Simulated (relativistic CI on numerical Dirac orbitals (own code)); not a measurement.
## d5 in a ligand field

Computed with a parametric ligand-field model of a d^n configuration (Racah B and C, spin-orbit zeta, crystal field), exact diagonalisation.

Field parameters in Wybourne normalisation: Oh B⁴₀ = 21Dq, B⁴₄ = √(5/14) B⁴₀; Td as Oh with Dq negative (B⁴₀ = 21Dq, B⁴₄ = √(5/14) B⁴₀). The field is a parameter set, without covalency.

Lowest levels for B = 430, C = 1780, ζ = 4400 cm⁻¹, Oh, 10Dq = 28100 cm⁻¹?

Γ7 0 (S 0.64), Γ8 8380 (S 0.62), Γ8 21203 (S 1.44), Γ7 25050 (S 1.56), Γ8 26080 (S 1.46), Γ6 27342 (S 1.46), Γ8 29151 (S 1.10), Γ7 29335 (S 1.16), Γ6 29462 (S 1.42) cm⁻¹, with S from ⟨S²⟩ = S(S + 1). The ground level has 0.17 electrons in the cubic e pair; its S is far from a half-integer, so spin-orbit coupling mixes spin states.

Lowest levels for B = 370, C = 1490, ζ = 3750 cm⁻¹, Oh, 10Dq = 22400 cm⁻¹?

Γ7 0 (S 0.66), Γ8 7217 (S 0.64), Γ8 16691 (S 1.44), Γ7 20021 (S 1.58), Γ8 20958 (S 1.46), Γ6 22050 (S 1.46), Γ8 23492 (S 1.09), Γ7 23688 (S 1.16), Γ6 23872 (S 1.41) cm⁻¹, with S from ⟨S²⟩ = S(S + 1). The ground level has 0.20 electrons in the cubic e pair; its S is far from a half-integer, so spin-orbit coupling mixes spin states.

Lowest levels for B = 1040, C = 4470, ζ = 780 cm⁻¹, Oh, 10Dq = 14200 cm⁻¹?

Γ7 0 (S 2.50), Γ8 0 (S 2.50), Γ7 21477 (S 1.45), Γ8 21690 (S 1.49), Γ8 21908 (S 1.50), Γ6 22067 (S 1.50), Γ7 26474 (S 0.77), Γ8 27102 (S 1.14), Γ7 27747 (S 1.39) cm⁻¹, with S from ⟨S²⟩ = S(S + 1). The ground level has 2.00 electrons in the cubic e pair.

Lowest levels for B = 1010, C = 3960, ζ = 380 cm⁻¹, Td, 10Dq = -10600 cm⁻¹?

Γ7+Γ8 0 (S 2.50), Γ6 21975 (S 1.50), Γ8 22004 (S 1.50), Γ7 22051 (S 1.50), Γ8 22073 (S 1.50), Γ6 26929 (S 1.50), Γ8 26934 (S 1.50), Γ8 26978 (S 1.48), Γ7 27066 (S 1.50) cm⁻¹, with S from ⟨S²⟩ = S(S + 1). The ground level has 2.00 electrons in the cubic e pair.

Lowest levels for B = 1020, C = 4680, ζ = 540 cm⁻¹, Oh, 10Dq = 15700 cm⁻¹?

Γ7+Γ8 0 (S 2.50), Γ7 21227 (S 1.47), Γ8 21338 (S 1.49), Γ8 21495 (S 1.50), Γ6 21599 (S 1.50), Γ7 25656 (S 0.60), Γ8 26349 (S 0.70), Γ7 27434 (S 1.48), Γ6 27487 (S 1.50) cm⁻¹, with S from ⟨S²⟩ = S(S + 1). The ground level has 2.00 electrons in the cubic e pair.
